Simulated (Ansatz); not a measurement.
A structure relaxed at PBE-D4/def2-SVP in Ansatz, charge 0, singlet:

```xyz
7

B    -1.025    0.176   -0.527
S     1.592    0.047    0.174
H     1.343    0.494    1.437
H     1.490   -1.252    0.569
F    -1.061    1.505   -0.616
F    -1.448   -0.413    0.595
F    -0.890   -0.557   -1.632
```

Question: Give its formula and point group.

Answer: BH₂SF₃. Point group Cs (tolerance 0.1 Å).

Question: Summarise the bond lengths by kind (pairs closer than 1.2 times the sum of covalent radii, bridged metal pairs left out).

Answer: 3 × B–F 1.33 to 1.34 Å; 2 × H–S 1.36 Å.

In the singlet geometry the species has come apart into loosely held pieces.
